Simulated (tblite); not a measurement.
Compound: C3H4N2S2.
Bonds: C1–S2, S2–C3, C3–N4 (aromatic), N4–C5 (aromatic), C5–N6 (aromatic), N6–S7 (aromatic), C3–S7 (aromatic). Hydrogens: H8, H9, H10 on C1; H11 on C5.

Computed with GFN2-xTB (tblite), gas phase: Langevin dynamics at 300 K from the optimised GFN2-xTB geometry, time step 0.5 fs, friction 0.01 fs⁻¹, 2000 steps. The instantaneous temperature is 2·E(kin)/(3Nk) with all 3N coordinates.

```csv
t (fs),T (K),E(pot) above start (eV),C1–S2 (Å),S2–C3 (Å),C3–N4 (Å),N4–C5 (Å),C5–N6 (Å),C1–H8 (Å),C1–S2–C3–N4 (°)
0,263,0.000,1.815,1.720,1.300,1.343,1.300,1.085,0
25,155,0.336,1.822,1.676,1.282,1.353,1.306,1.141,5
50,234,0.329,1.786,1.689,1.282,1.389,1.312,1.040,2
75,231,0.206,1.852,1.774,1.286,1.360,1.317,1.069,4
100,189,0.350,1.774,1.721,1.272,1.344,1.311,1.196,-2
125,200,0.276,1.829,1.728,1.283,1.346,1.312,1.156,12
150,282,0.210,1.794,1.721,1.298,1.322,1.334,1.043,-3
175,304,0.209,1.835,1.764,1.318,1.330,1.293,1.076,-6
200,221,0.369,1.805,1.688,1.297,1.347,1.278,1.194,-5
225,378,0.247,1.781,1.678,1.318,1.345,1.280,1.132,2
250,182,0.403,1.851,1.735,1.315,1.341,1.310,1.002,-12
275,348,0.183,1.770,1.789,1.279,1.349,1.317,1.086,-5
300,204,0.351,1.869,1.734,1.260,1.339,1.327,1.112,8
325,181,0.337,1.779,1.681,1.278,1.362,1.316,1.081,-6
350,364,0.285,1.886,1.743,1.324,1.351,1.291,1.025,0
375,307,0.371,1.798,1.717,1.320,1.377,1.283,1.118,3
400,279,0.273,1.831,1.675,1.296,1.382,1.276,1.113,2
425,186,0.268,1.795,1.744,1.325,1.363,1.294,1.065,2
450,175,0.304,1.857,1.723,1.319,1.358,1.332,1.062,12
475,281,0.233,1.788,1.693,1.281,1.382,1.316,1.120,0
500,235,0.360,1.831,1.705,1.278,1.433,1.298,1.115,0
525,294,0.316,1.809,1.728,1.283,1.433,1.289,1.056,7
550,288,0.410,1.819,1.775,1.284,1.404,1.290,1.049,-6
575,364,0.300,1.832,1.752,1.283,1.388,1.302,1.149,3
600,308,0.349,1.840,1.707,1.290,1.394,1.284,1.131,11
625,352,0.238,1.833,1.715,1.297,1.374,1.285,1.043,-12
650,278,0.371,1.797,1.756,1.300,1.358,1.285,1.093,-4
675,298,0.389,1.895,1.677,1.279,1.365,1.288,1.118,-6
700,286,0.359,1.758,1.745,1.278,1.330,1.288,1.108,-3
725,255,0.421,1.892,1.758,1.277,1.309,1.314,1.084,9
750,336,0.307,1.727,1.723,1.285,1.319,1.309,1.058,6
775,310,0.350,1.895,1.760,1.299,1.338,1.305,1.097,2
800,409,0.228,1.764,1.724,1.310,1.362,1.308,1.144,2
825,230,0.435,1.857,1.633,1.315,1.353,1.295,1.071,7
850,300,0.454,1.797,1.727,1.334,1.361,1.300,1.066,1
875,345,0.367,1.836,1.741,1.320,1.373,1.311,1.124,-2
900,326,0.326,1.834,1.754,1.314,1.364,1.300,1.136,6
925,275,0.431,1.813,1.682,1.295,1.326,1.316,1.073,-9
950,322,0.364,1.865,1.725,1.285,1.352,1.324,1.068,-8
975,306,0.489,1.816,1.789,1.312,1.341,1.354,1.069,-13
1000,359,0.384,1.847,1.770,1.261,1.355,1.329,1.120,-13
```

Problem. From 500 fs on, how do temperature and potential energy compare with equipartition?

Solution. The mean temperature of these 21 frames is 308 K against the target 300 K, and the mean potential energy 0.36 eV against 27 × kT/2 = 0.35 eV for 27 classical harmonic modes. For 11 atoms in a canonical ensemble the temperature itself scatters by T·√(2/(3N)) = 74 K; here its standard deviation is 43 K. The whole run lasts only 10 friction times of 100 fs, so these averages carry a wide statistical error.

Problem. What are the kinetic and total energies of the listed frame with the highest potential energy?

Solution. The one at 975 fs, 0.489 eV above the start. Its kinetic energy is 3NkT/2 = 0.434 eV at 306 K, so the sum is 0.92 eV; over the listed frames the sum runs from 0.37 to 0.92 eV, since the thermostat adds and removes energy.

Problem. How much do the listed bonds fluctuate from 500 fs on?

Solution. 
```tsv
bond	at the start (Å)	mean (Å)	standard deviation (Å)
C1–S2	1.815	1.826	0.042
S2–C3	1.720	1.731	0.036
C3–N4	1.300	1.294	0.017
N4–C5	1.343	1.363	0.032
C5–N6	1.300	1.303	0.017
C1–H8	1.085	1.094	0.032
```

The motion is classical and holds no zero-point motion.

The cost below is that of the whole dynamics run. Cost: about 30 s of CPU time on one thread; the machine was shared, so the figure is rough.
